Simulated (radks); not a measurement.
Ionisation of neutral iridium, [Xe] 4f14 5d7 6s2, to [Xe] 4f14 5d7 6s1 as the strength of local exchange is varied. Method: scalar-relativistic Kohn-Sham, Slater X-alpha exchange (alpha = 2/3 is LDA exchange), no correlation, spin-polarised, spherical densities, point nucleus; open shells are filled with parallel spins first (spin-orbit coupling, left out, can overturn this in heavy ions); computed with a radial shooting solver on a logarithmic mesh with Libxc functionals.

alpha = 0.615: E(Ir) (hartree) -17784.0160; exchange (hartree) -302.0975; IE (eV) 7.767; -e of the level emptied (eV) 4.639 (6s); <r> of it (bohr) 3.070
alpha = 0.667: E(Ir) (hartree) -17809.7157; exchange (hartree) -328.1478; IE (eV) 8.065; -e of the level emptied (eV) 4.939 (6s); <r> of it (bohr) 3.037
alpha = 0.898: E(Ir) (hartree) -17924.3622; exchange (hartree) -444.8211; IE (eV) 9.475; -e of the level emptied (eV) 6.381 (6s); <r> of it (bohr) 2.892
alpha = 0.947: E(Ir) (hartree) -17948.7818; exchange (hartree) -469.7688; IE (eV) 9.791; -e of the level emptied (eV) 6.709 (6s); <r> of it (bohr) 2.863
alpha = 1.047: E(Ir) (hartree) -17998.7268; exchange (hartree) -520.8981; IE (eV) 10.453; -e of the level emptied (eV) 7.402 (6s); <r> of it (bohr) 2.805

NIST Atomic Spectra Database: 8.967 eV (measured). The Delta-SCF value meets it near alpha = 0.81. Open shells are spherical and high-spin; term and fine-structure splittings are not resolved. Spin-orbit splitting is averaged out at the scalar-relativistic level.
